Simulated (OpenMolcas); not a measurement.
Ag3+ in a ligand field

Ag3+ with 6 ligands (fluoride) in tetragonal octahedral coordination (D4h) at 2.2 Å, the axial distance 2.090 Å. A charge of +0.5 e stands 2.6 Å behind each ligand. Ligand basis ANO-RCC-VDZP.
```
Ag    0.0000    0.0000    0.0000
F     2.2000    0.0000    0.0000
F     0.0000    2.2000    0.0000
F    -2.2000    0.0000    0.0000
F     0.0000   -2.2000    0.0000
F     0.0000    0.0000    2.0900
F     0.0000    0.0000   -2.0900
```

| Quantity | Value |
| --- | --- |
| Program | OpenMolcas 26.06 |
| Method | CASSCF |
| Basis | ANO-RCC-VDZP [6s5p3d1f] |
| Scalar Hamiltonian | DKH2, point nucleus |
| Active space | 8 electrons in 5 orbitals (4d) |
| State averaging | 2S+1 = 3 even, 10 roots; 2S+1 = 1 even, 15 roots |
| Spin-orbit coupling | state interaction with AMFI integrals over the reference wave functions |

The lowest spin-free states (labels of D4, the rotations of D4h), above the lowest:

```tsv
State	Degeneracy	E (cm-1)
2S+1 = 3	1	0.0
2S+1 = 1	1	10579
2S+1 = 3	1	11625
2S+1 = 1	1	11980
3E	2	13298
3E	2	19493
2S+1 = 3	1	21836
2S+1 = 1	1	22544
2S+1 = 1	1	23232
1E	2	24223
1E	2	28101
2S+1 = 1	1	31347
3E	2	32045
2S+1 = 3	1	32308
2S+1 = 1	1	40894
2S+1 = 1	1	41020
1E	2	41770
2S+1 = 1	1	42499
2S+1 = 1	1	60890
```

The lowest levels with spin-orbit coupling:

```json
{"E (cm-1)": "0.0", "Degeneracy": "2", "2S+1": "3", "g": "0.00 0.00 4.74"}
{"E (cm-1)": "20.2", "Degeneracy": "1", "2S+1": "3", "g": ""}
{"E (cm-1)": "9697", "Degeneracy": "1", "2S+1": "1 (76 %)", "g": ""}
{"E (cm-1)": "10103", "Degeneracy": "1", "2S+1": "3 (64 %)", "g": ""}
{"E (cm-1)": "11590", "Degeneracy": "2", "2S+1": "3", "g": "0.00 0.00 2.46"}
{"E (cm-1)": "12691", "Degeneracy": "1", "2S+1": "1 (54 %)", "g": ""}
{"E (cm-1)": "13510", "Degeneracy": "1", "2S+1": "3", "g": ""}
{"E (cm-1)": "13603", "Degeneracy": "1", "2S+1": "3", "g": ""}
{"E (cm-1)": "13951", "Degeneracy": "1", "2S+1": "3 (81 %)", "g": ""}
{"E (cm-1)": "13960", "Degeneracy": "2", "2S+1": "3", "g": "0.00 0.00 0.42"}
{"E (cm-1)": "14255", "Degeneracy": "1", "2S+1": "3", "g": ""}
{"E (cm-1)": "18300", "Degeneracy": "1", "2S+1": "3 (85 %)", "g": ""}
{"E (cm-1)": "19071", "Degeneracy": "1", "2S+1": "3", "g": ""}
{"E (cm-1)": "20048", "Degeneracy": "2", "2S+1": "3", "g": "0.00 0.00 1.86"}
{"E (cm-1)": "21190", "Degeneracy": "1", "2S+1": "3", "g": ""}
{"E (cm-1)": "21860", "Degeneracy": "1", "2S+1": "3", "g": ""}
{"E (cm-1)": "21906", "Degeneracy": "1", "2S+1": "3 (68 %)", "g": ""}
{"E (cm-1)": "22451", "Degeneracy": "2", "2S+1": "3", "g": "0.00 0.00 3.82"}
{"E (cm-1)": "23334", "Degeneracy": "1", "2S+1": "1", "g": ""}
{"E (cm-1)": "24371", "Degeneracy": "2", "2S+1": "1 (89 %)", "g": "0.00 0.00 0.76"}
```

Powder χT (cm3 K/mol): 0.794 at 2 K, 1.11 at 10 K, 1.34 at 50 K, 1.36 at 100 K, 1.37 at 200 K, 1.38 at 300 K. The effective moment at 300 K is 2.828 √(χT) = 3.32 μB.

The lowest level has 2S+1 = 3, for which the spin-only value is χT = S(S+1) / 2 = 1.000 cm3 K/mol (g = 2). The computed 1.381 at 300 K differs by +0.381, through orbital momentum, spin-orbit coupling and any other state in reach.

Metal share of the active 4d orbitals (Löwdin): 74, 76, 92, 92, 93 %; Mulliken charge of the metal 1.94.

Without dynamic correlation the repulsion within the d shell is too large (B by tens of per cent), so at a given field states of lower spin stand too high. Real 4d8 and 5d8 ions are as a rule square planar and diamagnetic. This shell can be high or low spin here, a state of another spin lies low, and with metal d orbitals alone active their balance is uncertain, so the ground spin may be wrong. The least metal-like active orbital is 74 % on the metal (Löwdin) and no ligand orbital is active, so the numbers are rough. With metal d orbitals alone the field can be off either way by tens of per cent. Ligand-to-metal charge-transfer states are missing. With no ligand orbital active B as a rule stays too high, so bands that hang on it stand too high and its fall with covalency is understated. The distance lies 7 % over the 2.06 Å that this model takes as the normal distance (a Shannon-type radius plus a fixed donor radius); by an R⁻⁵ law this alone changes a d-shell field by about -28 %. No measured value stands beside these numbers; the geometry is a model, was not optimised and need not be the one that this ion takes.

With an even number of electrons the g values are those of a degenerate or nearly degenerate non-Kramers pair.
